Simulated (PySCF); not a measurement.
## EPR parameters of C2H6FNSi

Species: C₂H₆FNSi (triplet state).
Structure used (PBE0-D3(BJ)/def2-SVP), in Å, numbered top down from 1:
```xyz
11
C2H6FNSi angstrom
C     -1.271    0.267    0.151
N      0.153    0.235   -0.104
C      0.713   -1.100   -0.092
Si     1.007    1.598   -0.763
F      1.786    2.577    0.306
H     -1.646    1.298    0.110
H     -1.484   -0.139    1.157
H     -1.839   -0.341   -0.579
H      1.791   -1.068   -0.301
H      0.233   -1.760   -0.839
H      0.567   -1.562    0.902
```

The hyperfine couplings belong to this conformer and change with its torsions.

As a line formula: `CN(C)[Si]F` [triplet].

Computed, not measured: UKS B3LYP, IGLO-III on C F N Si, pcH-1 on H, non-relativistic, mean-field spin-orbit, GIAO (PySCF 2.14.0). The structure is a single PBE0-D3(BJ)/def2-SVP conformer in the gas phase; no vibrational or solvent corrections. This triplet need not be the ground state; the singlet was not compared here. The SCF solution wasn't tested for stability.

```json
{
  "g1, g2, g3": "1.99964, 2.00092, 2.00208",
  "g_iso": "2.00088",
  "Form of g": "rhombic: the two nearest values differ by 48 % of g3 − g1",
  "⟨S²⟩": "2.0041 (exact 2.0000)",
  "α and β electrons": "25, 23",
  "Total energy": "-523.99977 Eh"
}
```

Hyperfine couplings atom by atom, in MHz; T1 to T3 are the principal values of the dipolar part; ρ(0) is the spin density at the nucleus:

```json
{"atom": "C1", "isotope": "13C", "a_iso": "18.1", "of which spin–orbit": "0.0", "T1": "-2.1", "T2": "-0.8", "T3": "2.9", "Mulliken spin population": "-0.01", "ρ(0) (bohr⁻³)": "0.0321"}
{"atom": "N2", "isotope": "14N", "a_iso": "20.6", "of which spin–orbit": "0.0", "T1": "-7.0", "T2": "-6.7", "T3": "13.7", "Mulliken spin population": "0.18", "ρ(0) (bohr⁻³)": "0.1277"}
{"atom": "C3", "isotope": "13C", "a_iso": "17.6", "of which spin–orbit": "0.0", "T1": "-2.1", "T2": "-0.8", "T3": "2.9", "Mulliken spin population": "-0.01", "ρ(0) (bohr⁻³)": "0.0314"}
{"atom": "Si4", "isotope": "29Si", "a_iso": "-695.1", "of which spin–orbit": "1.4", "T1": "-88.8", "T2": "17.8", "T3": "71.0", "Mulliken spin population": "1.72", "ρ(0) (bohr⁻³)": "1.5672"}
{"atom": "F5", "isotope": "19F", "a_iso": "239.1", "of which spin–orbit": "1.1", "T1": "-139.5", "T2": "38.7", "T3": "100.7", "Mulliken spin population": "0.04", "ρ(0) (bohr⁻³)": "0.1131"}
{"atom": "H6", "isotope": "1H", "a_iso": "2.1", "of which spin–orbit": "0.0", "T1": "-4.5", "T2": "-0.4", "T3": "4.9", "Mulliken spin population": "0.01", "ρ(0) (bohr⁻³)": "0.0009"}
{"atom": "H7", "isotope": "1H", "a_iso": "22.3", "of which spin–orbit": "0.0", "T1": "-2.1", "T2": "-1.2", "T3": "3.3", "Mulliken spin population": "0.02", "ρ(0) (bohr⁻³)": "0.0100"}
{"atom": "H8", "isotope": "1H", "a_iso": "5.0", "of which spin–orbit": "0.0", "T1": "-2.3", "T2": "-1.7", "T3": "4.0", "Mulliken spin population": "0.01", "ρ(0) (bohr⁻³)": "0.0022"}
{"atom": "H9", "isotope": "1H", "a_iso": "1.9", "of which spin–orbit": "0.0", "T1": "-4.4", "T2": "-0.4", "T3": "4.8", "Mulliken spin population": "0.01", "ρ(0) (bohr⁻³)": "0.0009"}
{"atom": "H10", "isotope": "1H", "a_iso": "5.1", "of which spin–orbit": "0.0", "T1": "-2.3", "T2": "-1.7", "T3": "4.0", "Mulliken spin population": "0.01", "ρ(0) (bohr⁻³)": "0.0023"}
{"atom": "H11", "isotope": "1H", "a_iso": "22.4", "of which spin–orbit": "0.0", "T1": "-2.1", "T2": "-1.1", "T3": "3.2", "Mulliken spin population": "0.02", "ρ(0) (bohr⁻³)": "0.0100"}
```

Largest spin populations (Mulliken): Si4 (+1.72) and N2 (+0.18).

Axes: g1 points within 10° of the Si4–F5 bond.

The 13C coupling of C1/C3 (mean 17.8 MHz) shows only in satellite lines or after enrichment, since that isotope makes up about 1.07 % of natural carbon.

The 29Si coupling of Si4 (-695.1 MHz) shows only in satellite lines or after enrichment, since that isotope makes up about 4.7 % of natural silicon.
